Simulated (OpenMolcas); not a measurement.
# Nb II: effect of the IPEA shift

* Program: OpenMolcas 26.06
* Basis: ANO-RCC-VTZP [7s6p4d2f1g]
* Scalar Hamiltonian: DKH2, point nucleus
* Active space: 4 electrons in 5 orbitals (4d)
* State averaging: 2S+1 = 5 even, 5 roots; 2S+1 = 3 even, 45 roots; 2S+1 = 1 even, 50 roots (49 in the spin-orbit step)
* Spin-orbit coupling: state interaction with AMFI integrals over the reference wave functions, term energies averaged over their components

Methods on the same reference wave functions:
A. CASSCF
B. MS-CASPT2, IPEA 0 Eh, imaginary shift 0.1 Eh (closed shells correlated: 4s 4p)
C. MS-CASPT2, IPEA 0.25 Eh, imaginary shift 0.1 Eh (closed shells correlated: 4s 4p)

Energies in cm-1 above 4d4 5D0, the measured ground level; measured values from NIST Handbook of Basic Atomic Spectroscopic Data.

```tsv
Level	A	B	C	Measured
4d4 5D0	0.0	0.0	0.0	0.0
4d4 5D1	137	166	153	159
4d4 5D2	396	456	430	438
4d4 5D3	755	826	795	801
4d4 5D4	1194	1251	1225	1225
4d4 3H4 [75 %]	13000	9910	10670	
4d4 3H5	13299	10300	11010	
4d4 3P0(1)	13522	6740	8480	
4d4 3H6	13604	10640	11340	
4d4 3P1(1)	14306	7500	9250	
4d4 3F3(1)	15035	10210	11480	
4d4 3F2(1)	15047	10100	11400	
4d4 3F4(1)	15170	10460	11660	
4d4 3P2(1)	15576	8740	10490	
4d4 3G3	16460	12230	13210	
4d4 3G4	16756	12560	13530	
4d4 3G5	16958	12860	13790	
4d4 1I6	19745	16290	16400	
4d4 3D3	20936	15180	16320	
4d4 1G4(1)	20979	16260	16920	
4d4 3D2	21031	15160	16260	
4d4 3D1	21180	15430	16580	
4d4 1S0	24103	17060	18740	
4d4 1D2(1)	25543	17110	17970
```

Deviations, from unrounded energies. A percentage is the sum of absolute deviations over the sum of measured energies, with the sign that they share, or ± where signs differ.

```json
{"Against measurement": "mean absolute deviation (cm-1)", "Levels": "4", "A": "35", "B": "19", "C": "5.3"}
{"Against measurement": "fine structure of the ground term (%)", "Levels": "4", "A": "-5.4", "B": "+2.9", "C": "±0.8"}
```

C lies closest to measurement on these levels and A furthest from it. The largest miss of C in the table is 4d4 5D2, by -9 cm-1. The ranking rests on the paired levels alone, and a cruder setting can come out closer through cancelling errors.

Between B and C the level of the table that moves most is 4d4 3P2(1), by 1800 cm-1 (lowest in B, highest in C). Moves below CASPT2's spread within the term are not significant.

The mean deviations of B to C differ by less than CASPT2's widest spread within a term (1400 cm-1), so their order carries little weight.

From A to B the spin-free energies of the other terms of 4d4 shown, above 5D, scale by factors of 0.51 to 0.81.

The lowest spin-free term lies below A's lowest term by 0.332 hartree in B, 0.318 hartree in C.

CASPT2 breaks the degeneracy within a term, and the mean is taken; among the terms shown or strongly mixed into the levels shown the widest spread is 1400 cm-1 (4d4 1I, C). Over all roots computed the reference weight is 0.86 to 0.92 in B; the roots of lowest weight are the least certain, and an intruder state may touch them. Some high roots are left out of the spin-orbit mixing, which shifts the levels that they would mix with. Configurations with an s electron lie low at this charge and mix in, so terms can be misplaced. The CASPT2 spread within a term exceeds the gap to the next term for 4d4 3F(1) and 4d4 3H, 4d4 1G(1) and 4d4 1I, 4d4 1I and 4d4 1D(1) and others, so the order of their levels is uncertain, and so are names and mixing where such terms share a J (figures for B; the like holds for C). Without dynamic correlation excited terms often stand tens of per cent too high (terms of higher spin than the ground term too low), and those without a measured partner can miss by more than the paired ones (holds for A). Some terms miss by over 15 % even with CASPT2, which points to a basis or an active space too small for the shells correlated (holds for B; C). Computed and measured levels are paired by configuration, term and J; levels that our copy of the source lacks, or whose pairing is in doubt (as where it misses far off the trend of its configuration), stay unpaired and out of the deviations. Only configurations of the active space appear. Levels that lie high or do not pair safely by name in every column are left out.

A share in square brackets marks a mixed level and gives the weight of the term that names it, the lowest over the columns. A number in round brackets counts repeated terms of one configuration in the order of the reference energies.
